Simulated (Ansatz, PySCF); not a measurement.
Gas-phase reaction (SMILES): O[Si](O)(O)S [thiosilicic acid] → O[Si](O)O + [SH] (HS); the S-Si bond at the site shown breaks (other sites are not compared here).

Structures are relaxed separately at B3LYP-D3(BJ)/def2-TZVP in Ansatz (a first-principles code), one conformer each, not searched for the lowest. Cores are frozen in the correlated levels unless marked. Open shells are spin-unrestricted. Spin-orbit coupling is left out. Non-relativistic. CBS marks a two-point X^-3 extrapolation of the correlation energy; Hartree-Fock from the larger set. [CCSD(T)-MP2]/basis is that difference in the basis named. Thermal terms are rigid-rotor harmonic-oscillator values from B3LYP-D3(BJ) frequencies (Ansatz or PySCF) at 298.15 K and 1 atm. 1 Eh = 627.5095 kcal/mol.

| species | E, RI-MP2/CBS(aug-cc-pV(T+d)Z,aug-cc-pV(Q+d)Z)+[CCSD(T)-MP2]/aug-cc-pV(T+d)Z (Ansatz) (Eh) | E, PBE-D3(BJ)/def2-TZVPD (Ansatz + dftd3) (Eh) | H - E (Eh) |
|---|---|---|---|
| O[Si](O)(O)S | -914.97983 | -915.53772 | 0.06153 |
| O[Si](O)O | -516.50318 | -516.80730 | 0.04851 |
| [SH] (HS) | -398.31677 | -398.57927 | 0.00936 |

**Question.** Work out ΔE and ΔH at 298.15 K at the first level, then ΔH at the second.

**Answer.** 
1. ΔE = [(-516.50318) + (-398.31677)] - [(-914.97983)] = 0.15988 Eh = 100.3 kcal/mol at RI-MP2/CBS(aug-cc-pV(T+d)Z,aug-cc-pV(Q+d)Z)+[CCSD(T)-MP2]/aug-cc-pV(T+d)Z.
2. The terms H - E add up to -0.00366 Eh, so ΔH = (0.15988 + (-0.00366))×627.5095 = 98.0 kcal/mol.
3. At PBE-D3(BJ)/def2-TZVPD the same steps give ΔE = 94.8 and ΔH = 92.6 kcal/mol, a shift of -5.4 from the first level.
4. These values are not checked against measurement here, since the tables used lack a sound gas-phase enthalpy of formation for at least one species.
